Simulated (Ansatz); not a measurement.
Basis-set extrapolation for C2H7AlFN (`C[N](C)[AlH][F]`) (PBE0-D4/def2-TZVP geometry, frozen core, Ansatz). Multiplicity 1, RHF reference.

```tsv
	def2-TZVPP	def2-QZVPP
HF	-475.820249	-475.839357
MP2 correlation	-0.895005	-0.962442
CCSD(T) correlation	-0.964896	not run
```

Energies in hartree. Use E(X) = E(∞) + A·exp(−7.88·√X) for Hartree–Fock and E(X) = E(∞) + B·X^(−2.97) for correlation, with X = 3 and 4, and add CCSD(T) minus MP2 of the smaller set to the MP2 limit.

What is the CCSD(T) energy at the basis-set limit?

HF limit: -475.839357 + (-0.019108) × 0.13774 = -475.84199. MP2 limit: -0.962442 + (-0.067437) × 0.74074 = -1.01240. Higher-order term: -0.964896 − (-0.895005) = -0.06989. Total: -476.92428 hartree, 87.3 kcal/mol below CCSD(T)/def2-TZVPP.
